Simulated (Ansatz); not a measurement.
Sn₃Se₂. Total charge 0; singlet. Geometry PBE0-D4/def2-SVP.

```xyz
5

Sn   -0.301    2.013    0.089
Sn   -0.582   -0.430   -1.635
Sn    0.605   -1.788    0.767
Se   -1.517   -0.174    1.051
Se    1.794    0.379   -0.272
```

In the def2 sets Sn takes a core potential; there is no spin–orbit coupling. The restricted singlet is unstable towards broken spin symmetry in Hartree–Fock (as tested in another run); at PBE-D4/def2-SVP, r2SCAN-D4/def2-TZVP, r2SCANh-D4/def2-TZVP, PBE0-D4/def2-SVP and others this wasn't settled. The structure comes from a short search, and lower isomers may exist.

Task: Estimate the orbital energies around the gap (eV) in Ansatz with PBE-D4/def2-SVP, r2SCAN-D4/def2-TZVP, r2SCANh-D4/def2-TZVP, PBE0-D4/def2-SVP, PBE0-D4/def2-TZVP.

Result: 
| orbital | PBE-D4/def2-SVP | r2SCAN-D4/def2-TZVP | r2SCANh-D4/def2-TZVP | PBE0-D4/def2-SVP | PBE0-D4/def2-TZVP |
| --- | --- | --- | --- | --- | --- |
| HOMO−5 | -7.10 | -7.41 | -7.78 | -8.14 | -8.12 |
| HOMO−4 | -6.87 | -7.16 | -7.51 | -7.87 | -7.83 |
| HOMO−3 | -6.27 | -6.55 | -6.88 | -7.18 | -7.17 |
| HOMO−2 | -5.86 | -6.16 | -6.52 | -6.90 | -6.88 |
| HOMO−1 | -5.64 | -5.92 | -6.22 | -6.52 | -6.51 |
| HOMO | -4.99 | -5.22 | -5.48 | -5.75 | -5.72 |
| LUMO | -2.97 | -3.05 | -2.85 | -2.48 | -2.50 |
| LUMO+1 | -2.52 | -2.42 | -2.19 | -1.89 | -1.93 |
| LUMO+2 | -1.95 | -1.89 | -1.64 | -1.28 | -1.35 |
| LUMO+3 | -1.87 | -1.87 | -1.63 | -1.25 | -1.32 |
| LUMO+4 | -1.53 | -1.43 | -1.20 | -0.87 | -1.01 |
| LUMO+5 | -0.97 | -0.91 | -0.70 | -0.35 | -0.54 |
